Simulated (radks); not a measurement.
Q: The calcium ion Ca+, [Ar] 4s1. Method: non-relativistic Kohn-Sham, exchange-only LDA, spin-polarised, spherical densities, point nucleus; computed with a radial shooting solver on a logarithmic mesh with Libxc functionals. Every spin shell is full or empty, so the densities are truly spherical. Functionals are evaluated on that one density, not self-consistently. Rank these exchange functionals by their error against the exact value of the orbitals, and give that value: LDA, B88, PBEsol, RPBE, PW91, SOGGA, APBE, revTPSS, SCAN, MS2, TASK, MVS.

A: Exact: -34.9950 hartree. From best to worst, with 100 (|E| - |E exact|)/|E exact| (equal figures are ties): MS2 0.00, B88 +0.02, RPBE -0.03, PW91 -0.07, MVS -0.20, SCAN +0.29, revTPSS -0.55, APBE +0.57, TASK -2.99, PBEsol -3.26, SOGGA -3.29, LDA -7.36.
